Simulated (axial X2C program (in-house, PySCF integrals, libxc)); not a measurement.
BeHf along the bond: PBE0, scalar-relativistic

Computed with an in-house relativistic program for diatomic molecules. Spin-free means the one-electron spin-free X2C Hamiltonian. Basis: Hf dyall-cv3z [13s14p9d7f4g], Be dyall-cv3z [8s8p3d1f] (cores contracted in-house); Gaussian nuclei, density fitting, unrestricted open shells. Masses: Hf 179.947 u, Be 9.012 u.

State: M_S = 1, Λ = 0 (beyond evenly filled blocks: π+α, π-α). Dipoles are positive if Be is the positive end.

Results along the bond:

```
R (Å)   μ (D)  HOMO (eV)  LUMO (eV)   ⟨S²⟩
2.151  -1.363      -4.64      -2.23  2.566
2.249  -1.196      -4.70      -2.23  2.469
2.324  -1.072      -4.74      -2.23  2.397
2.398  -0.950      -4.78      -2.22  2.326
2.472  -0.836      -4.81      -2.22  2.258
2.558  -0.725      -4.84      -2.21  2.185
2.645  -0.647      -4.87      -2.20  2.122
2.756  -0.609      -4.84      -2.19  2.064
2.892  -0.620      -4.76      -2.16  2.039
```

The state is a single determinant with fixed occupations, the lowest that a limited PBE0 search found. PBE0 can misorder states that lie within some tenths of an eV, so this need not be the ground state of the molecule. The nearest other spin-free determinant of the search, M_S = 2, Λ = 0, lies 0.39 eV up at the distance of the search. The determinant is spin-polarised beyond a pure state at some levels (its spin-free form has ⟨S²⟩ too high), which makes Re and μ there less reliable.
